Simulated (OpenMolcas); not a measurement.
# Lines of S: computed and rescaled rates

```json
{"Program": "OpenMolcas", "Method": "SS-CASPT2, IPEA 0.25 Eh, imaginary shift 0.1 Eh (closed shells correlated: 2s 2p)", "Basis": "ANO-RCC-VTZP [5s4p2d1f]", "Scalar Hamiltonian": "DKH2, point nucleus", "Active space": "6 electrons in 4 orbitals (3s 3p)", "State averaging": "2S+1 = 3 even, 3 roots; 2S+1 = 1 even, 6 roots kept (CI in the orbitals of an earlier block); 2S+1 = 3 odd, 3 roots (0 in the spin-orbit step)", "Spin-orbit coupling": "state interaction with AMFI integrals over the reference wave functions, term energies averaged over their components"}
```

Rates come from the transition moments of the reference wave functions (E1 and E2 in the length form). At fixed line strength A goes as λ^-3 for E1 and M1 and as λ^-5 for E2, so a rate at the computed wavelength can be rescaled to the measured one. Measured vacuum wavelengths follow from level energies in NIST Handbook of Basic Atomic Spectroscopic Data. Branching counts decays inside the model space alone, at computed energies, and the table is only a selection of the E2 and M1 lines, drawn from those between levels with measured partners whose computed energy lies within a factor of 1.5 of the measured one.

| Upper | Lower | Type | λ computed (nm) | λ measured (nm) | A computed (s-1) | A rescaled (s-1) | Branching % |
| --- | --- | --- | --- | --- | --- | --- | --- |
| 3s² 3p⁴ ¹S₀ | 3s² 3p⁴ ¹D₂ | E2 | 798.9 | 772.7 | 1.37e+00 | 1.62e+00 | 81.6 |
| 3s² 3p⁴ ¹S₀ | 3s² 3p⁴ ³P₁ | M1 | 458.5 | 459.1 | 3.03e-01 |  | 18.1 |
| 3s² 3p⁴ ¹D₂ | 3s² 3p⁴ ³P₂ | M1 | 1035 | 1082 | 2.57e-02 |  | 76.5 |
| 3s² 3p⁴ ¹D₂ | 3s² 3p⁴ ³P₁ | M1 | 1076 | 1131 | 7.63e-03 |  | 22.7 |
| 3s² 3p⁴ ³P₁ | 3s² 3p⁴ ³P₂ | M1 | 27130 | 25250 | 1.13e-03 | 1.40e-03 | 100.0 |
| 3s² 3p⁴ ³P₀ | 3s² 3p⁴ ³P₁ | M1 | 59100 | 56310 | 2.62e-04 | 3.03e-04 | 100.0 |
| 3s² 3p⁴ ¹D₂ | 3s² 3p⁴ ³P₂ | E2 | 1035 | 1082 | 2.15e-04 |  | 0.6 |

Spin-changing lines and M1 lines between different terms are not rescaled, since their strength hangs on the term gaps too.

The largest correction is for 3s² 3p⁴ ³P₁ → 3s² 3p⁴ ³P₂ (M1): 1.13e-03 × (27130 / 25250)^3 = 1.40e-03 s-1, a factor of 1.24.

The computed rate and branching of 3s² 3p⁴ ³P₁ → 3s² 3p⁴ ³P₂ give the upper level a radiative lifetime of 1.000 / 1.13e-03 s-1 = 8.85e+02 s, counting decays inside the model space alone. The rescaled rate gives about 7.1e+02 s.

No measured rate stands beside these. Rescaling mends the energy factor alone: line strengths can still be far off where a level mixes with configurations outside the active space, and weak or spin-changing lines hang on small mixing coefficients that depend on the term gaps too, so rescaling need not improve them.

CASPT2 does not keep the components of a term degenerate, so their means are used; among the terms shown or strongly mixed into the levels shown the widest spread is 170 cm-1 (3s² 3p⁴ ¹D). Terms from blocks run as CI alone lack orbitals of their own. No level of 3s 3p⁵ was computed, though it lies in the active space. Computed and measured levels are paired by configuration, term and J; levels that our copy of the source lacks, or whose pairing is in doubt (as where it misses far off the trend of its configuration), stay unpaired. Only configurations of the active space appear.
